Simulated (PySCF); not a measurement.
# Copper: highly charged ions in a basis for the neutral atom

Cu²¹⁺ [He] 2s2 2p4, Cu²²⁺ [He] 2s2 2p3. Calculation: PySCF 2.14, in 6-31G* (5s4p2d1f, 34 functions); no relativity, point nucleus. No spin-orbit coupling, so a gap to NIST mixes the basis error with missing relativistic terms.

Changed run: basis of the neutral atom used for a highly charged ion. This setting is unsound on purpose.

```csv
species,method,sound run (hartree),changed run (hartree),converged
Cu²¹⁺,UHF,not run,-1314.68588,yes
Cu²¹⁺,PBE,not run,-1314.64681,yes
Cu²¹⁺,LDA,not run,-1312.07444,yes
Cu²²⁺,UHF,not run,-1244.45096,yes
Cu²²⁺,PBE,not run,-1244.32510,yes
Cu²²⁺,LDA,not run,-1241.86253,yes
```

Ionisation energy of Cu²¹⁺:

| method | changed run (eV) | NIST (eV) |
| --- | --- | --- |
| UHF | 1911.2 | 1918 ± 4 |
| PBE | 1913.6 | 1918 ± 4 |
| LDA | 1910.6 | 1918 ± 4 |

The contracted functions were made for the neutral atom and can be too rigid for a highly charged ion.
